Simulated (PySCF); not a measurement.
CH$_{3}$ (SMILES [CH3]), doublet, at a GFN2-xTB geometry.

PySCF was given this input:
```python
from pyscf import gto, scf, dft

mol = gto.Mole()
mol.atom = '''
    C     0.000000   -0.000000    0.000000
    H    -0.028276    1.067041   -0.007283
    H     0.938235   -0.509006    0.007484
    H    -0.909960   -0.558035   -0.000202
'''
mol.basis = '6-31g**'
mol.charge = 0
mol.spin = 1
mol.verbose = 4
mol.build()

mf = dft.UKS(mol)
mf.xc = 'b3lyp5'
mf.kernel()
```

### Question
What is the computed Mulliken (on the basis functions themselves) charges in atom order (PySCF with B3LYP5/6-31G**)?

### Answer
C1 -0.36, H2 0.12, H3 0.12, H4 0.12

### Question
What number of basis functions does B3LYP5/6-31G** give?

### Answer
29

### Question
Predict the dipole moment from B3LYP5/6-31G**.

### Answer
0.00 D

These values belong to the state on which the SCF converged, which isn't shown to be the lowest.
